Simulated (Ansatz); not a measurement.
Start from `C=N[SiH](S)S` and change one atom or group to get `S[SiH](S)S`.

Ansatz, PBE0-D4/def2-TZVP geometries, multiplicity 1. Each molecule was computed in one conformer, which needn't be the lowest.

| property | `C=N[SiH](S)S` |
| --- | --- |
| LUMO energy (PBE0/def2-TZVPP) / eV | -1.25 |
| HOMO–LUMO gap (PBE/def2-TZVPP) / eV | 3.79 |
| size of the dipole moment (ωB97M-V/def2-TZVPP) / D | 2.10 |
| HOMO–LUMO gap (ωB97M-V/def2-TZVPP) / eV | 10.41 |
| HOMO energy (ωB97M-V/def2-TZVPP) / eV | -9.44 |
| HOMO energy (B3LYP/def2-TZVPP) / eV | -7.05 |

**Question.** Give the same properties after the change, and the shifts. (Estimate.)

**Answer.** The calculation gave: 
| property | `S[SiH](S)S` | shift |
| --- | --- | --- |
| LUMO energy (PBE0/def2-TZVPP) / eV | -0.30 | 0.95 |
| HOMO–LUMO gap (PBE/def2-TZVPP) / eV | 5.13 | 1.34 |
| size of the dipole moment (ωB97M-V/def2-TZVPP) / D | 0.98 | -1.12 |
| HOMO–LUMO gap (ωB97M-V/def2-TZVPP) / eV | 11.33 | 0.92 |
| HOMO energy (ωB97M-V/def2-TZVPP) / eV | -9.71 | -0.27 |
| HOMO energy (B3LYP/def2-TZVPP) / eV | -7.31 | -0.26 |

With PBE0 the HOMO falls by 0.25 eV and the LUMO rises by 0.95 eV, so the gap widens by about 1.20 eV. PBE moves the HOMO by -0.22 eV and ωB97M-V by -0.27 eV. Dipoles are sizes alone; their direction can turn.

B3LYP here is the variant with VWN-RPA as its local correlation; programs differ in this.
